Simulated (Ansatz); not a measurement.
`[GeH3][SeH]` + H• → `[GeH3][Se]`• + H₂  (hydrogen abstraction from the Se–H bond)

Calculated with Ansatz (gas phase, PBE0-D4/def2-TZVP geometries, no zero-point term in ΔE). CCSD(T)/CBS is the MP2 limit (def2-TZVPP, def2-QZVPP) plus CCSD(T) − MP2 in def2-TZVPP, frozen cores. This one scheme is used for every species, atoms too. Functionals use def2-TZVPP. No spin–orbit coupling; open shells (•) take unrestricted orbitals. Bonds to Ge, Se are less sure, by a few kJ/mol each and by 10 to 20 or more in all where they break to atoms, as the def2 sets lack core-valence functions. Scalar relativity is left out up to krypton.

`[GeH3][SeH]`:

```xyz
6

Ge   -0.422    0.063    0.422
Se    0.604   -0.797   -1.518
H    -0.681    1.569    0.269
H    -1.747   -0.700    0.539
H     0.459   -0.195    1.653
H     1.786    0.061   -1.365
```

`[GeH3][Se]`•:

```xyz
5

Ge   -0.027   -0.093    0.146
Se    0.600    1.117   -1.762
H    -1.564   -0.067    0.142
H     0.511    0.584    1.415
H     0.480   -1.540    0.059
```

H₂:

Cartesian coordinates in Å:
```
H -0.215 -0.298 -0.065
H 0.215 0.298 0.065
```

Task: Is it downhill or uphill in electronic energy at CCSD(T)/CBS, and by how much? (Estimate.)

Result: The calculation gave: Downhill: ΔE = -1.04 eV.

Task: What do these levels give: r2SCAN0-D4, ωB97M-V, CCSD/def2-SVP, HF/def2-TZVPP, HF/def2-QZVPP, SCS-MP2/def2-QZVPP? (Estimate.)

Result: The calculation gave: r2SCAN0-D4 -1.10, ωB97M-V -1.11, CCSD/def2-SVP -1.06, HF/def2-TZVPP -1.09, HF/def2-QZVPP -1.10, SCS-MP2/def2-QZVPP -1.02 eV.

Largest T1 diagnostic among the species: 0.011.

Leaving LDA and LC-ωPBE aside and taking each functional with its dispersion term where it has one, the values, not all of them listed here, spread over 0.23 eV, from BHLYP-D4 to PBE-QIDH. LDA lies +0.16 eV from PBE without D4.
